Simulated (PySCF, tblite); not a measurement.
Isomers of C6H9NO2S, one GFN2-xTB conformer each. Single-point energies are computed at PBE0/pcSseg-1 (PySCF, gas phase, no added dispersion term), electronic only.

**Question.** Rank them by PBE0/pcSseg-1 energy, lowest first (kJ/mol).
A. `[H]/[N:1]=[CH:2]\[C:3]1=[CH:4][CH2:5][CH2:6][CH2:7][S:8]1(=[O:9])=[O:10]` with N1–C2–C3–C4 -20°, C3–C4–C5–C6 -14°, C4–C5–C6–C7 55°, C5–C6–C7–S8 -72°, C6–C7–S8–O9 164°
B. `[CH2:1]=[N:2][CH2:3][C:4]1=[CH:5][CH2:6][S:7](=[O:8])(=[O:9])[CH2:10]1` with C1–N2–C3–C4 118°, N2–C3–C4–C5 -121°, C4–C5–C6–S7 -20°, C5–C6–S7–O8 141°, C6–S7–C10–C4 -26°, C3–C4–C10–S7 -157°

**Answer.** A (0.0), B (28.4).

As drawn, the lower has an N–H bond, which the higher lacks. GFN2-xTB itself gives, in the same order: 1.4, 0.0. GFN2-xTB puts C=NCC1=CCS(=O)(=O)C1 lowest instead.

**Question.** Which frontier levels, dipoles and rotational constants go with these structures?

**Answer.** 
```csv
SMILES,"HOMO (eV, PBE0/pcSseg-1)",LUMO (eV),dipole (D),"A, B, C (MHz)"
[H]/N=C\C1=CCCCS1(=O)=O,-7.69,-2.01,6.93,"1604, 1175, 800.2"
C=NCC1=CCS(=O)(=O)C1,-7.69,-0.85,6.00,"2474, 719.3, 668.4"
```

**Question.** What happens when harmonic zero-point energies from GFN2-xTB frequencies are added?

**Answer.** 
| SMILES | ZPE (kJ/mol) | electronic (kJ/mol) | with ZPE (kJ/mol) |
| --- | --- | --- | --- |
| [H]/N=C\C1=CCCCS1(=O)=O | 380.5 | 0.0 | 0.0 |
| C=NCC1=CCS(=O)(=O)C1 | 374.6 | 28.4 | 22.5 |

The zero-point energies span 5.9 kJ/mol. The order is unchanged.
